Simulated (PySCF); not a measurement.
# Radial density of Br³⁺ (bromine, charge +3)

TPSS, [Ar] 3d10 4s2 4p2, high-spin 3P determinant. Calculation: PySCF 2.14, in aug-cc-pVDZ-DK (6s5p3d, 36 functions); the spin-free X2C one-electron Hamiltonian (Gaussian nucleus).

| r (bohr) | 4πr²ρ (e/bohr) | 4πr²(ρα − ρβ) |
| --- | --- | --- |
| 0.000952 | 0.5766 | 0.0000 |
| 0.00160 | 1.375 | 0.0000 |
| 0.00269 | 3.229 | 0.0000 |
| 0.00453 | 7.294 | 0.0000 |
| 0.00762 | 15.25 | 0.0002 |
| 0.0128 | 27.85 | 0.0011 |
| 0.0216 | 40.65 | 0.0056 |
| 0.0363 | 42.18 | 0.0247 |
| 0.0610 | 35.33 | 0.0774 |
| 0.103 | 46.41 | 0.1183 |
| 0.173 | 45.83 | 0.0125 |
| 0.290 | 27.78 | 0.1262 |
| 0.488 | 34.68 | 0.2358 |
| 0.821 | 12.99 | 0.1170 |
| 1.38 | 4.020 | 1.3824 |
| 2.32 | 1.112 | 0.6672 |
| 3.91 | 0.03335 | 0.0274 |
| 6.58 | 5.250e-05 | 0.0000 |

Densities and radii are taken from the X2C orbitals without a picture-change correction, which distorts them close to the nucleus.
